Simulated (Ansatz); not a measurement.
Gas-phase electronic energies from Ansatz, PBE0-D4/def2-TZVP geometries. CCSD(T)/CBS adds triple-zeta CCSD(T) − MP2 to the extrapolated MP2 energy (def2 sets, frozen cores). Functionals use def2-TZVPP. Each species was taken in one conformer, which may not be the lowest.

`N[Si](O)([SiH3])Cl` + `OC([SiH3])S` → `OC([SiH3])([SiH3])S` + `N[SiH](O)Cl`  (formal exchange of groups at the Si–Si bond)

| level | ΔE (kJ/mol) |
| --- | --- |
| ωB97X-V | -11.6 |
| CCSD/CBS(def2) | -14.8 |

(1) What does CCSD(T)/CBS give? (Estimate.)

Largest T1 diagnostic among the species: 0.013.

## Answers

(1) Ansatz gave: -16.7 kJ/mol. The listed levels differ from it by 5.1, 1.9 kJ/mol.

The D4 term adds −5.7 kJ/mol with B3LYP and −2.8 kJ/mol with PBE0; it sums over pairs of atoms, weighted by their polarisabilities, and B3LYP, whose exchange is more repulsive, gets the larger term. In def2-TZVPP, CCSD(T) changes the Hartree–Fock value by −7.0 kJ/mol (the triples alone add −1.9 kJ/mol) and MP2 by −15.5 kJ/mol.

CCSD(T)/CBS has its own doubt, a few kJ/mol and more with outer-core shells, so smaller differences from it don't rank the levels.

B3LYP here is the variant with VWN-RPA as its local correlation; programs differ in this.
